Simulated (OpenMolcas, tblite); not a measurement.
# SnH3O2 (SMILES [OH][SnH][OH]): the dipole moment, rung by rung

The species is SnH3O2 (6 atoms), meant as a doublet with charge 0. As SMILES, `[OH][SnH][OH]`. The shape is that of a PBE0-D4/def2-TZVP optimisation. This is one conformer, not always the lowest.

```
atom    x (Å)    y (Å)    z (Å)
   O  -1.2483  -0.6847  -0.2334
  Sn   0.4170   0.3025  -0.6396
   O   1.4139  -0.0383   1.0167
   H  -1.8520  -0.7834  -0.9736
   H   0.1286   2.0261  -0.6243
   H   1.1827  -0.8860   1.4081
```

Quantity: the dipole moment, in D. The values are calculated.

```tsv
level	kind	program	value (D)	CPU time
GFN2-xTB	semi-empirical	tblite	3.39	under 2 s
UHF/def2-SVPD (core potential)	Hartree–Fock	OpenMolcas	3.04	13 s
USVWN5/def2-SVPD (core potential)	LDA	OpenMolcas	2.26	31 s
UPBE/def2-SVPD (core potential)	GGA	OpenMolcas	2.26	55 s
U-r2SCAN/def2-SVPD (core potential)	meta-GGA	OpenMolcas	2.39	54 s
UB3LYP/def2-SVPD (core potential)	global hybrid	OpenMolcas	2.51	47 s
UBHLYP/def2-SVPD (core potential)	global hybrid	OpenMolcas	2.77	41 s
```

The values span 2.26 to 3.39 D. Magnitudes only. CPU times are rough (shared hosts, several kinds of processor): they show what a rung costs within a factor of a few.
